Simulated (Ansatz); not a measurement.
Si8NH17, a cluster cut from the lattice of silicon (1 of the caps NH2). The state is a singlet with charge 0. Geometry PBE-D4/def2-SVP, basis def2-TZVP, Ansatz.

```xyz
26

Si    0.143   -2.503    1.001
Si   -0.275    0.487   -2.126
Si    2.298    0.793    1.059
Si   -2.027    0.782    1.446
Si    2.179   -1.492    1.611
Si    1.776    1.237   -1.196
Si   -1.745   -1.494    1.981
Si   -2.147    1.175   -0.872
N    -0.539    1.094   -3.760
H     0.173   -3.952    1.425
H     0.002   -2.469   -0.499
H    -0.646    2.108   -3.859
H     0.100    0.755   -4.487
H    -0.235   -1.015   -2.221
H     3.705    1.270    1.331
H     1.375    1.568    1.962
H    -0.905    1.590    2.042
H    -3.316    1.253    2.075
H     3.298   -2.217    0.905
H     2.381   -1.664    3.096
H     2.898    0.669   -2.037
H     1.821    2.737   -1.382
H    -2.977   -2.237    1.526
H    -1.645   -1.639    3.480
H    -3.382    0.500   -1.414
H    -2.310    2.662   -1.088
```

```csv
run,HOMO (eV),LUMO (eV)
A,-6.97,-1.13
B,-6.07,-1.74
C,-6.49,-1.48
D,-6.24,-1.98
E,-5.82,-1.87
```

**Question.** The runs used B97M-V, PBE, PBE0, r2SCAN, r2SCANh. Estimate which is which.

**Answer.** A PBE0 (25 % exact exchange); B r2SCAN (0 % exact exchange); C r2SCANh (10 % exact exchange); D B97M-V (0 % exact exchange); E PBE (0 % exact exchange). Exact exchange lowers occupied and raises empty levels; among semilocal functionals meta-GGAs tend to open the gap a little, and such runs are hard to tell apart. The gap grows from 3.95 eV (PBE) to 5.83 eV (PBE0).
